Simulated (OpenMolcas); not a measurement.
# Cr3+, Mo3+, W3+: d³ down the group

```
Program             : OpenMolcas 26.06
Method              : MS-RASPT2, IPEA 0.25 Eh, imaginary shift 0.1 Eh
Basis               : ANO-RCC-VTZP
Scalar Hamiltonian  : DKH2, point nucleus
Spin-orbit coupling : state interaction with AMFI integrals over the reference wave functions, term energies averaged over their components
```

Active space for each ion: 3 electrons in 9 orbitals (RAS2 d s; RAS3 p, at most 2 electrons); closed shells correlated by CASPT2: Cr3+ 3s 3p; Mo3+ 4s 4p; W3+ 5s 5p.

Computed levels in cm-1 above ⁴F_3/2:

| Level | Cr3+ | Mo3+ | W3+ |
| --- | --- | --- | --- |
| ⁴F_5/2 | 257 | 783 | 3750 |
| ⁴F_7/2 | 608 | 1768 | 7130 |
| ⁴F_9/2 | 1043 | 2880 | 9780 |
| ⁴P_1/2 | 14360 | 10620 | 12450 |
| ⁴P_5/2 | 14770 | 11870 | 18080 |
| ²G_7/2 | 15310 | 12090 | 16340 |
| ²G_9/2 | 15690 | 12850 | 25730 |
| ²P_1/2 | 19650 | 14720 | 19470 |
| ²D_5/2(1) | 21240 | 17520 | 24230 |
| weight of ⁴F in the lowest level (%) | 100 | 99 | 87 |

Mixed levels, with the weight of the term that names them: W3+ ⁴F_9/2 (73 %), W3+ ⁴P_1/2 (58 %), W3+ ²G_9/2 (51 %), W3+ ²P_1/2 (58 %).

Measured, with the error of the calculation in %. Measured levels: Cr3+ from Sugar and Corliss, J. Phys. Chem. Ref. Data 6, 317 (1977); Mo3+ from Sugar and Musgrove, J. Phys. Chem. Ref. Data 17, 155 (1988); W3+ from the list in J. Phys. B 45, 035001 (2012).

```json
{"Level": "⁴F_5/2", "Cr3+": "236 (+9.1)", "Mo3+": "778 (+0.6)", "W3+": "3537 (+6.1)"}
{"Level": "⁴F_7/2", "Cr3+": "556 (+9.4)", "Mo3+": "1760 (+0.4)", "W3+": "6745 (+5.7)"}
{"Level": "⁴F_9/2", "Cr3+": "946 (+10.3)", "Mo3+": "2865 (+0.6)", "W3+": "9256 (+5.7)"}
{"Level": "⁴P_1/2", "Cr3+": "14059 (+2.2)", "Mo3+": "10338 (+2.7)", "W3+": "11773 (+5.7)"}
{"Level": "⁴P_5/2", "Cr3+": "14471 (+2.1)", "Mo3+": "11612 (+2.2)", "W3+": "17190 (+5.2)"}
{"Level": "²G_7/2", "Cr3+": "15052 (+1.7)", "Mo3+": "11580 (+4.4)", "W3+": "15261 (+7.1)"}
{"Level": "²G_9/2", "Cr3+": "15402 (+1.9)", "Mo3+": "12311 (+4.4)", "W3+": ""}
{"Level": "²P_1/2", "Cr3+": "19519 (+0.7)", "Mo3+": "14348 (+2.6)", "W3+": "18365 (+6.0)"}
{"Level": "²D_5/2(1)", "Cr3+": "20664 (+2.8)", "Mo3+": "16809 (+4.3)", "W3+": "22766 (+6.4)"}
```

The fine-structure level ⁴F_9/2 changes by a factor of 9.38 from Cr3+ to W3+.

Without spin-orbit coupling ⁴P lies 14020, 9750, 9850 cm-1 above ⁴F in that order; the difference to the level ⁴P_1/2, of either sign, comes from spin-orbit coupling, which also lowers the zero.

CASPT2 does not keep the components of a term degenerate, so their means are used; among the terms shown or strongly mixed into the levels shown the widest spread is 900 cm-1 (3d³ ⁴F, Cr3+). Terms from blocks run as CI alone lack orbitals of their own. Blocks of more than 70 roots (2S+1 = 2 odd) ran without multistate coupling (holds for Mo3+; W3+). The CASPT2 spread within a term exceeds the gap to the next term for 4d³ ²H and 4d³ ²D(1), so the order of their levels is uncertain (holds for Mo3+). Some high roots are left out of the spin-orbit mixing, which shifts the levels that they would mix with (holds for W3+). Measured partners are found by configuration, term and J. A level has none where our copy of the source lacks it or the pairing is in doubt (some pairs that miss far off the trend of their configuration count as doubtful), and it then counts in no deviation. Levels of configurations outside the active space are missing.

A number in round brackets counts repeated terms of one configuration in the order of the reference energies.
